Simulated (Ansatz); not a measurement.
Ansatz (a program for electronic structure) input (r2SCANh/def2-TZVPD):

Ansatz 0.2 input:
```yaml
crystal:
  periodic: [false, false, false]
  atoms:
    - {symbol: Si, position_ang: [-0.80975683, -0.08487436, -0.38929348]}
    - {symbol: C, position_ang: [-1.80513029, 1.48571223, -0.80185736]}
    - {symbol: C, position_ang: [-1.81533946, -0.94533836, 0.98644362]}
    - {symbol: N, position_ang: [0.75546583, 0.23273508, -0.02452919]}
    - {symbol: Si, position_ang: [2.29234032, -0.24978499, 0.26911970]}
    - {symbol: H, position_ang: [-1.05084489, -0.97691624, -1.59486668]}
    - {symbol: H, position_ang: [-2.84451770, 1.25608265, -1.06142513]}
    - {symbol: H, position_ang: [-1.35008697, 2.01293920, -1.64477726]}
    - {symbol: H, position_ang: [-1.80725529, 2.16925319, 0.05296796]}
    - {symbol: H, position_ang: [-2.85508161, -1.12027350, 0.68743500]}
    - {symbol: H, position_ang: [-1.36698948, -1.91020677, 1.23953221]}
    - {symbol: H, position_ang: [-1.81781974, -0.33482866, 1.89490532]}
    - {symbol: H, position_ang: [2.94268691, -1.15679136, -0.75724462]}
    - {symbol: H, position_ang: [3.28616380, 0.88348699, 0.37220616]}
    - {symbol: H, position_ang: [2.54213387, -1.00890321, 1.55788680]}
basis:
  gaussian:
    orbitals: def2-TZVPD
hamiltonian:
  xc: {name: r2SCANh}
total_charge: -1
output: {forces: true}
```

Output:

```
Functional definition: r2SCANh
integrals: 0.29 GiB planned
1587 factors; their error is unknown
0.42 GiB of the device are held for the grids
1.73 GiB of device memory are held for the factors and their scratch space
mean field: 1.97 GiB planned
mean field evaluation 1: about -19471.1993 eV, gradient 7.5e1 eV
mean field evaluation 2: about -19432.2417 eV, gradient 1.3e2 eV
mean field evaluation 4: about -19482.8929 eV, gradient 8.2e0 eV
mean field evaluation 8: about -19483.0526 eV, gradient 2.6e-1 eV
mean field evaluation 16: about -19483.0298 eV, gradient 5.1e-4 eV
mean field -19483.02977113 eV, -715.9881380171 hartree, gradient 5.1e-5 eV, S^2 0.000000; 0 other end points of the search recorded, 0 dependent functions left out
the calculation of the forces begins
reference -19483.02979310 eV, -715.9881388244 hartree; 29, 29 occupied and 258, 258 virtual orbitals, 1587 factors
Total energy: -19483.02979310 eV, -715.9881388244 hartree
Atom 0 at    -0.809757    -0.084874    -0.389293 Å, force    -0.081984     0.066678     0.107100 eV/Å
Atom 1 at    -1.805130     1.485712    -0.801857 Å, force     0.043897    -0.087324     0.016898 eV/Å
Atom 2 at    -1.815339    -0.945338     0.986444 Å, force     0.044543     0.044131    -0.072113 eV/Å
Atom 3 at     0.755466     0.232735    -0.024529 Å, force     0.018154     0.001554     0.004766 eV/Å
Atom 4 at     2.292340    -0.249785     0.269120 Å, force    -0.076901     0.016533    -0.020623 eV/Å
Atom 5 at    -1.050845    -0.976916    -1.594867 Å, force     0.004336    -0.021713    -0.031639 eV/Å
Atom 6 at    -2.844518     1.256083    -1.061425 Å, force     0.033280     0.006876     0.008453 eV/Å
Atom 7 at    -1.350087     2.012939    -1.644777 Å, force    -0.011848    -0.011312     0.021448 eV/Å
Atom 8 at    -1.807255     2.169253     0.052968 Å, force     0.002072    -0.016235    -0.019424 eV/Å
Atom 9 at    -2.855082    -1.120273     0.687435 Å, force     0.032709     0.004786     0.007347 eV/Å
Atom 10 at    -1.366989    -1.910207     1.239532 Å, force    -0.013471     0.020957    -0.002860 eV/Å
Atom 11 at    -1.817820    -0.334829     1.894905 Å, force     0.000215    -0.012753    -0.019844 eV/Å
Atom 12 at     2.942687    -1.156791    -0.757245 Å, force     0.002936    -0.012063    -0.016450 eV/Å
Atom 13 at     3.286164     0.883487     0.372206 Å, force     0.003362     0.008154     0.001403 eV/Å
Atom 14 at     2.542134    -1.008903     1.557887 Å, force    -0.001301    -0.008267     0.015538 eV/Å
Dipole moment:    -0.726939     0.057959     0.057983 e Å
```

It need not be the lowest isomer of its formula. Whether it binds its extra electron was not tested at this geometry.
